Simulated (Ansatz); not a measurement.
Stepwise reaction of `N[Si](N)(N)F` with hydrogen fluoride, as a gas-phase model of exchange steps in deposition or etching. ΔE in kJ/mol; ΔG adds harmonic PBE0-D4 terms to CCSD(T)/CBS, at 1 bar.

Program: Ansatz. Geometries: PBE0-D4/def2-TZVP. ΔE: electronic, gas phase. CCSD(T)/CBS adds triple-zeta CCSD(T) − MP2 to the extrapolated MP2 energy (def2 sets, frozen cores). This one scheme is used for every species. DFT in def2-TZVPP. B3LYP here is the variant with VWN-RPA as its local correlation; programs differ in this. Each species was taken in one conformer, which may not be the lowest.

| step | reaction | PBE-D4 | B3LYP-D4 | ωB97M-V | CCSD(T)/CBS | ΔG(400 K) |
| --- | --- | --- | --- | --- | --- | --- |
| 1 | `N[Si](N)(N)F` + H–F → `N[Si](N)(F)F` + NH₃ | -93.8 | -99.3 | -99.1 | -97.3 | -82.4 |
| 3 | `N[Si](F)(F)F` + H–F → `F[Si](F)(F)F` + NH₃ | -66.4 | -70.6 | -70.5 | -71.4 | -57.7 |

**Question.** Give the row of step 2, `N[Si](N)(F)F` + H–F → `N[Si](F)(F)F` + NH₃. (An estimate is asked.)

**Answer.** Computed: 
```tsv
step	reaction	PBE-D4	B3LYP-D4	ωB97M-V	CCSD(T)/CBS	ΔG(400 K)
2	`N[Si](N)(F)F` + H–F → `N[Si](F)(F)F` + NH₃	-70.4	-75.5	-75.5	-74.3	-80.1
```

**Question.** By hand: ΔE of the 3 steps together at CCSD(T)/CBS.

**Answer.** (-97.3) + (-74.3) + (-71.4) = -243.0 kJ/mol, or -81.0 kJ/mol a step.

In ΔE each step is higher than the one before. All are downhill at CCSD(T)/CBS. ΔG lies between -82.4 and -57.7 kJ/mol a step. PBE-D4 differs from CCSD(T)/CBS by 3.5 to 5.0 kJ/mol a step. Isolated molecules leave out the surface, adducts and barriers. Largest T1 diagnostic: 0.011.
